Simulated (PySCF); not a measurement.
An unknown gives this computed stick spectrum. Computed with PySCF 2.14.0, density-fitted response routines, TDDFT CAM-B3LYP/def2-SVPD, vertical, gas phase, core orbitals frozen in the response. Geometries: PBE0-D3(BJ)/def2-SVP, one conformer each. Relativistic effects are left out although some hold elements past zinc.

```csv
state,E (eV),f
S1,5.67,0.0002
S2,5.86,0.073
S3,6.33,0.014
S4,6.42,0.0062
S5,6.99,0.0015
S6,7.19,0.0009
```

Orbital energies (eV): HOMO-3 -11.23, HOMO-2 -10.04, HOMO-1 -9.80, HOMO -8.25, LUMO 0.36, LUMO+1 0.58, LUMO+2 0.71.

Question: Which candidate is it?
A. `[GeH3][O]c1cnoc1`
B. `C1(CCCC1)N`
C. `C1CN(CC1)C`

Answer: A. Its S1, at 5.67 eV, is the lowest among the candidates; the nearest of the others has S1 at 5.99 eV. S1 is HOMO→LUMO (82%), HOMO→LUMO+1 (10%). Löwdin shares by element: HOMO carbon 46% or more, oxygen 34% (atoms not listed hold the other 19%); LUMO germanium 43%, hydrogen 24% or more, oxygen 13% or more (atoms not listed hold the other 19%). At the same level the other candidates give, for their lowest levels:
- `NC1CCCC1`: 6.36 eV (f 0.028); 7.18 eV (f 0.007); 7.35 eV (f 0.002); 7.91 eV (f 0.003); 8.48 eV (f 0.004); T1 6.07 eV; HOMO -8.22, LUMO 1.39 eV
- `CN1CCCC1`: 5.99 eV (f 0.024); 6.79 eV (f 0.023); 6.93 eV (f 0.002); 7.25 eV (f 0.105); 7.70 eV (f 0.009); T1 5.78 eV; HOMO -7.49, LUMO 1.44 eV

The values belong to the conformer `[GeH3:1][O:2][c:3]1[cH:4][n:5][o:6][cH:7]1`: Ge1–O2–C3–C4 -178°.
Triplets come from the Tamm–Dancoff approximation.
